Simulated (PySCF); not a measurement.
Species: CH10OSSi3.
SMILES: `[SiH3]O[Si@@H](SC)[SiH3]`

Torsions of this conformer, `[CH3:1][S:2][Si@@H:3]([SiH3:4])[O:5][SiH3:6]`: C1–S2–Si3–Si4 174°, S2–Si3–O5–Si6 -39°.

The closed-shell ground state was solved at several levels (PySCF, density fitting, gas phase, non-relativistic). One conformer (not necessarily the lowest) at the PBE0-D3(BJ)/def2-SVP geometry, without solvent, vibrations or thermal averaging.

| level | basis functions | total energy (Eh) | HOMO (eV) | LUMO (eV) | gap (eV) | dipole (D) |
| --- | --- | --- | --- | --- | --- | --- |
| KT2/pcSseg-1 | 180 | -1398.5555 | -6.09 | -1.40 | 4.69 | 1.15 |
| CAM-B3LYP/def2-SVPD | 222 | -1385.6079 | -8.48 | 0.53 | 9.01 | 1.08 |

Task: Estimate the row for PBE0/pcSseg-1, a basis of 180 functions; the other rows only guide the guess.

Result: Total energy -1385.4051 Eh, HOMO -7.23 eV, LUMO -0.40 eV, gap 6.83 eV, dipole 1.18 D.

Task: Over all these levels, which gives the widest orbital gap and which the narrowest?

Result: CAM-B3LYP/def2-SVPD (range-separated hybrid) has the widest, 9.01 eV, and KT2/pcSseg-1 (GGA) the narrowest, 4.69 eV. Functional and basis both differ between the two, so the spread mixes both effects.

Task: How far do the dipole and the HOMO energy spread over the levels?

Result: The dipole runs from 1.08 to 1.18 D (mean 1.14 D) and the HOMO from -8.48 to -6.09 eV.
